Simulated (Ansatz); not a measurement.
Ansatz results at the PBE0-D4/def2-TZVP geometry: HOMO–LUMO gap (PBE/def2-TZVPP) 5.18 eV; HOMO energy (PBE0/def2-TZVPP) -6.83 eV; HOMO–LUMO gap (B3LYP/def2-TZVPP) 6.83 eV.

Each molecule was computed in one conformer, which needn't be the lowest.

Q: Which molecule gave them?
A. `N[SiH2]O[SiH](N)O`
B. `[NH2][GeH2][NH][GeH2][NH2]`
C. `N[SiH2][Si](N)(Cl)Cl`
D. `F[Si](F)(Cl)[SiH](Cl)Cl`

A: B. The others give `F[Si](F)(Cl)[SiH](Cl)Cl`: 5.62, -8.82, 7.41; `N[SiH2]O[SiH](N)O`: 5.86, -7.63, 7.58; `N[SiH2][Si](N)(Cl)Cl`: 4.89, -7.45, 6.66.

B3LYP here is the variant with VWN-RPA as its local correlation; programs differ in this.
